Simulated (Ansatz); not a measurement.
This geometry of FGeH₄NOSi (9 atoms, charge 0, multiplicity 1) is a first-order saddle point.

Level of theory: Ansatz, RKS PBE-D4/def2-SVP.

```xyz
9
Properties=species:S:1:pos:R:3
N 0.584 1.453 -1.204
Ge 0.068 -0.159 -0.588
F 0.798 -1.251 -1.759
O 0.832 -0.653 1.108
Si -0.819 -0.922 1.373
H 0.169 2.331 -0.899
H 1.305 1.523 -1.922
H -1.541 -0.032 2.349
H -1.309 -2.336 1.525
```

**Question.** Which two structures does it join? (They come from a converged band through this point; their orientation in space is the band's.)

**Answer.** No bond is made or broken. The height of N1 over the plane of its neighbours goes from -0.36 to 0.36 Å.

Image 0:

```xyz
9
Properties=species:S:1:pos:R:3
N 0.925 1.415 -1.114
Ge 0.163 -0.168 -0.587
F 0.864 -1.320 -1.720
O 0.744 -0.535 1.179
Si -0.917 -0.900 1.299
H 0.544 2.230 -0.619
H 0.836 1.572 -2.125
H -1.760 -0.005 2.167
H -1.311 -2.336 1.503
```

Image 6:

```xyz
9
Properties=species:S:1:pos:R:3
N 0.407 1.453 -1.382
Ge 0.005 -0.174 -0.651
F 0.753 -1.289 -1.786
O 0.826 -0.515 1.067
Si -0.794 -0.894 1.365
H 0.287 2.236 -0.730
H 1.360 1.474 -1.768
H -1.578 -0.006 2.291
H -1.177 -2.331 1.577
```

**Question.** How far does it lie above each of them?

**Answer.** 4.0 kJ/mol above the first and 4.4 kJ/mol above the second. This is the barrier of this one path; another mechanism may lie lower.

Time of the run: 100 s on 2 threads of Arm Neoverse V1, on a shared host, peak memory 0.16 GiB.
